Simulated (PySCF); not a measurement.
**Dipole moment and polarisability of `C#CC(=C)OC(C)C`**

Compound: C₇H₁₀O.
Atom-mapped SMILES: `[CH:1]#[C:2][C:3](=[CH2:4])[O:5][CH:6]([CH3:7])[CH3:8]` (hydrogens: H9 on C1; H10, H11 on C4; H12 on C6; H13, H14, H15 on C7; H16, H17, H18 on C8)

Cartesian coordinates in Å at the GFN2-xTB level; atoms count from 1:
```xyz
18
C7H10O angstrom
C      3.4237    0.1179   -1.5758
C      2.4257   -0.2114   -0.9976
C      1.2297   -0.5804   -0.3145
C      1.1960   -1.6968    0.4170
O      0.2356    0.3189   -0.5361
C     -1.0317    0.1232    0.0711
C     -2.0296    0.9277   -0.7559
C     -1.0169    0.5881    1.5277
H      4.3042    0.3922   -2.0761
H      0.3294   -2.0288    0.9584
H      2.0709   -2.3167    0.4774
H     -1.3004   -0.9426    0.0218
H     -3.0329    0.7998   -0.3602
H     -2.0092    0.5941   -1.7900
H     -1.7658    1.9817   -0.7288
H     -0.2705    0.0429    2.1004
H     -0.7745    1.6473    1.5707
H     -1.9925    0.4295    1.9789
```

Level: wB97X-D/def2-SVPD (PySCF), static field, nuclei fixed, core orbitals frozen in the response. The polarisability tensor in these axes (au):

```
x   102.73  -0.69 -14.22
y    -0.69  82.43 -10.62
z   -14.22 -10.62  81.88
```

Problem. Give the principal values, the mean and the anisotropy Δα = √{½[(α1 − α2)² + (α2 − α3)² + (α1 − α3)²]}.

Solution. Principal values 67.90, 88.52 and 110.62 au; mean 89.01 au = 13.19 Å³ = 14.68 × 10⁻⁴⁰ C²·m²/J; Δα = 37.00 au (42 % of the mean).

Problem. What is the dipole moment, and where does it point?

Solution. (-1.11, -0.33, 0.72) D, 1.36 D in size, pointing from the negative to the positive side. Measured along this direction, the outermost atoms are H9 at the negative end and H18 at the positive end.

Problem. Give the principal axes and the span of the nuclei along them.

Solution. Largest value along (0.86, 0.16, -0.48), where the nuclei span 7.37 Å; middle along (-0.40, 0.81, -0.44), 5.52 Å; least along (0.32, 0.57, 0.76), 3.54 Å. The response follows the extents in order.

Problem. What depolarisation ratio follows for Rayleigh scattering of linearly polarised light, taking the static tensor?

Solution. ρ = 3Δα²/(45ᾱ² + 4Δα²) = 4108.1/(356539 + 5477.4) = 0.0113.

Problem. Orientational against electronic polarisability at 250 K (dilute gas, rigid molecules)?

Solution. In Gaussian units μ²/3kT = 17.93 Å³ against 13.19 Å³, a ratio of 1.36; the Debye molar polarisation (4π/3)N_A(α + μ²/3kT) is 78.5 cm³/mol, leaving out the vibrational part.

Problem. What molar refraction does this α imply?

Solution. Lorentz–Lorenz: R = (4π/3)N_A α = 2.5225 cm³/(mol·Å³) × 13.19 Å³ = 33.3 cm³/mol, in the limit of long wavelengths.

One conformer (not necessarily the lowest) at the GFN2-xTB geometry, without solvent, vibrations or thermal averaging.
